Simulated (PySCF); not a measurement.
# Two-component Hartree-Fock for Tb+ (terbium, charge +1)

Start: [Xe] 4f9 6s1; 4f5/2 filled at m_j = -5/2, -3/2, -1/2, +1/2, +3/2, +5/2; 4f7/2 filled at m_j = +3/2, +5/2, +7/2; 6s1/2 filled at m_j = +1/2. Calculated with PySCF 2.14 in x2c-TZVPall-2c: generalised Hartree-Fock with the X2C-1e Hamiltonian and a Gaussian nucleus; one run each with spin-orbit coupling (SO) switched off, then screened by Boettger's factors.

```json
{"spinor shell": "1s1/2", "electrons": "2", "ε, spin-free (eV)": "-52262.3", "ε, screened SO (eV)": "-52252.0", "weight of nominal j (screened SO)": "1.000", "rms radius, screened SO (bohr)": "0.0245"}
{"spinor shell": "2s1/2", "electrons": "2", "ε, spin-free (eV)": "-8791.0", "ε, screened SO (eV)": "-8787.8", "weight of nominal j (screened SO)": "1.000", "rms radius, screened SO (bohr)": "0.0989"}
{"spinor shell": "2p1/2", "electrons": "2", "ε, spin-free (eV)": "-7807.5", "ε, screened SO (eV)": "-8334.3", "weight of nominal j (screened SO)": "1.000", "rms radius, screened SO (bohr)": "0.0846"}
{"spinor shell": "2p3/2", "electrons": "4", "ε, spin-free (eV)": "-7807.5", "ε, screened SO (eV)": "-7583.0", "weight of nominal j (screened SO)": "1.000", "rms radius, screened SO (bohr)": "0.0911"}
{"spinor shell": "3s1/2", "electrons": "2", "ε, spin-free (eV)": "-2005.7", "ε, screened SO (eV)": "-2004.6", "weight of nominal j (screened SO)": "1.000", "rms radius, screened SO (bohr)": "0.255"}
{"spinor shell": "3p1/2", "electrons": "2", "ε, spin-free (eV)": "-1696.2", "ε, screened SO (eV)": "-1807.3", "weight of nominal j (screened SO)": "1.000", "rms radius, screened SO (bohr)": "0.246"}
{"spinor shell": "3p3/2", "electrons": "4", "ε, spin-free (eV)": "-1696.2", "ε, screened SO (eV)": "-1648.2", "weight of nominal j (screened SO)": "1.000", "rms radius, screened SO (bohr)": "0.260"}
{"spinor shell": "3d3/2", "electrons": "4", "ε, spin-free (eV)": "-1291.5", "ε, screened SO (eV)": "-1312.2", "weight of nominal j (screened SO)": "0.998", "rms radius, screened SO (bohr)": "0.232"}
{"spinor shell": "3d5/2", "electrons": "6", "ε, spin-free (eV)": "-1291.5", "ε, screened SO (eV)": "-1276.8", "weight of nominal j (screened SO)": "0.999", "rms radius, screened SO (bohr)": "0.236"}
{"spinor shell": "4s1/2", "electrons": "2", "ε, spin-free (eV)": "-425.70", "ε, screened SO (eV)": "-425.39", "weight of nominal j (screened SO)": "1.000", "rms radius, screened SO (bohr)": "0.576"}
{"spinor shell": "4p1/2", "electrons": "2", "ε, spin-free (eV)": "-321.28", "ε, screened SO (eV)": "-347.46", "weight of nominal j (screened SO)": "0.986", "rms radius, screened SO (bohr)": "0.592"}
{"spinor shell": "4p3/2", "electrons": "4", "ε, spin-free (eV)": "-321.28", "ε, screened SO (eV)": "-309.79", "weight of nominal j (screened SO)": "0.993", "rms radius, screened SO (bohr)": "0.621"}
{"spinor shell": "4d3/2", "electrons": "4", "ε, spin-free (eV)": "-174.76", "ε, screened SO (eV)": "-182.95", "weight of nominal j (screened SO)": "0.790", "rms radius, screened SO (bohr)": "0.671"}
{"spinor shell": "4d5/2", "electrons": "6", "ε, spin-free (eV)": "-174.76", "ε, screened SO (eV)": "-169.05", "weight of nominal j (screened SO)": "0.860", "rms radius, screened SO (bohr)": "0.678"}
{"spinor shell": "5s1/2", "electrons": "2", "ε, spin-free (eV)": "-64.102", "ε, screened SO (eV)": "-64.053", "weight of nominal j (screened SO)": "1.000", "rms radius, screened SO (bohr)": "1.44"}
{"spinor shell": "5p1/2", "electrons": "2", "ε, spin-free (eV)": "-36.909", "ε, screened SO (eV)": "-40.737", "weight of nominal j (screened SO)": "0.936", "rms radius, screened SO (bohr)": "1.62"}
{"spinor shell": "5p3/2", "electrons": "4", "ε, spin-free (eV)": "-36.909", "ε, screened SO (eV)": "-35.238", "weight of nominal j (screened SO)": "0.968", "rms radius, screened SO (bohr)": "1.74"}
{"spinor shell": "4f5/2", "electrons": "6", "ε, spin-free (eV)": "-19.962", "ε, screened SO (eV)": "-19.579", "weight of nominal j (screened SO)": "0.722", "rms radius, screened SO (bohr)": "0.976"}
{"spinor shell": "4f7/2", "electrons": "3", "ε, spin-free (eV)": "-19.962", "ε, screened SO (eV)": "-20.564", "weight of nominal j (screened SO)": "0.806", "rms radius, screened SO (bohr)": "0.966"}
{"spinor shell": "6s1/2", "electrons": "1", "ε, spin-free (eV)": "-10.728", "ε, screened SO (eV)": "-10.731", "weight of nominal j (screened SO)": "1.000", "rms radius, screened SO (bohr)": "4.21"}
```

```json
{"quantity": "E (hartree)", "spin-free": "-11700.47241", "screened SO": "-11708.58426"}
{"quantity": "M_J", "spin-free": "8", "screened SO": "8"}
{"quantity": "⟨J²⟩", "spin-free": "72.017", "screened SO": "72.022"}
{"quantity": "⟨L²⟩", "spin-free": "30.009", "screened SO": "30.550"}
{"quantity": "⟨S²⟩", "spin-free": "12.007", "screened SO": "11.853"}
```

Each row is a mean over spinors that exchange with the open shell spreads, by up to 15.233 eV (4d5/2).

Rows whose weight is well below 1 are mixtures of j = l ± 1/2: exchange outweighs spin-orbit coupling there, and the label is only the starting occupation.

Breit and QED terms are absent; they matter most for the inner s and p1/2 levels.

Densities and radii are taken from the X2C orbitals without a picture-change correction, which distorts them close to the nucleus.

Without spin-orbit coupling the j labels of p, d and f shells carry no meaning; the spin-free column gives the mean over the occupied spinors of each nl shell.
